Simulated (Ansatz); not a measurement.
Gas-phase electronic energies from Ansatz, PBE0-D4/def2-TZVP geometries. CCSD(T)/CBS adds triple-zeta CCSD(T) − MP2 to the extrapolated MP2 energy (def2 sets, frozen cores). This one scheme is used for every species. Functionals use def2-TZVPP. B3LYP here is the variant with VWN-RPA as its local correlation; programs differ in this. One conformer a species, not always the lowest.

Consider the ligand exchange at the Si–C bond: `O[SiH2]CCl` + `CN[SiH2]O` → `CN([SiH2]O)[SiH2]O` + `CCl`.

`O[SiH2]CCl`:

```xyz
9

O     1.724   -0.019   -0.673
Si    0.541    0.609    0.277
C    -1.112   -0.198   -0.118
Cl   -0.913   -1.968    0.085
H     1.810   -0.975   -0.664
H     0.482    2.058   -0.034
H     0.806    0.394    1.723
H    -1.427   -0.025   -1.148
H    -1.910    0.122    0.552
```

`CN[SiH2]O`:

```xyz
11

C     0.200    1.493    0.456
N     0.358    0.474   -0.558
Si   -0.415   -1.046   -0.564
O     0.260   -2.261    0.327
H     0.998    1.484    1.209
H    -0.748    1.339    0.979
H     0.164    2.493    0.014
H     1.173    0.602   -1.137
H    -0.367   -1.568   -1.948
H    -1.791   -0.791   -0.056
H     0.170   -2.219    1.280
```

`CN([SiH2]O)[SiH2]O`:

Cartesian coordinates in Å:
```
C 0.638 -0.180 1.788
N 0.034 -0.019 0.468
Si -0.539 1.567 0.064
O -0.899 1.603 -1.534
Si -0.085 -1.349 -0.601
O 0.514 -0.864 -2.074
H 1.249 -1.084 1.827
H 1.290 0.668 2.022
H -0.114 -0.252 2.581
H -1.786 1.935 0.781
H 0.534 2.522 0.460
H -0.294 1.098 -2.089
H 0.723 -2.450 -0.014
H -1.472 -1.832 -0.846
H 0.206 -1.363 -2.834
```

`CCl`:

Z-matrix (Å, degrees):
```
C
Cl 1 1.773
H 1 1.088 2 108.6
H 1 1.087 2 108.7 3 -120.0
H 1 1.088 2 108.7 3 120.0
```

```tsv
level	ΔE (kJ/mol)	difference from CCSD(T)/CBS
PBE-D4	-64.1	7.1
r2SCAN-D4	-70.5	0.7
PBE0-D4	-67.7	3.5
B3LYP-D4	-72.1	-0.9
ωB97X-V	-69.6	1.6
ωB97M-V	-70.0	1.2
B2PLYP	-68.5	2.7
PBE	-58.4	12.8
r2SCAN	-68.8	2.4
PBE0	-62.6	8.6
B3LYP	-63.0	8.2
HF/def2-TZVPP	-69.5	1.7
MP2/def2-TZVPP	-75.1	-3.9
SCS-MP2/def2-TZVPP	-73.9	-2.7
CCSD/def2-TZVPP	-72.3	-1.1
CCSD(T)/def2-TZVPP	-73.1	-1.9
HF/def2-QZVPP	-70.0	1.2
MP2/def2-QZVPP	-74.2	-3.0
SCS-MP2/def2-QZVPP	-72.9	-1.7
HF/CBS(def2)	-70.1	1.1
MP2/CBS(def2)	-73.2	-2.0
CCSD/CBS(def2)	-70.4	0.8
CCSD(T)/CBS	-71.2	0
```

Largest T1 diagnostic among the species: 0.011.

From PBE to PBE0 (25 % exact exchange), in def2-TZVPP and without D4, ΔE moves by −4.2 kJ/mol. The D4 term adds −9.1 kJ/mol with B3LYP and −5.1 kJ/mol with PBE0; it sums over pairs of atoms, weighted by their polarisabilities, and B3LYP, whose exchange is more repulsive, gets the larger term.
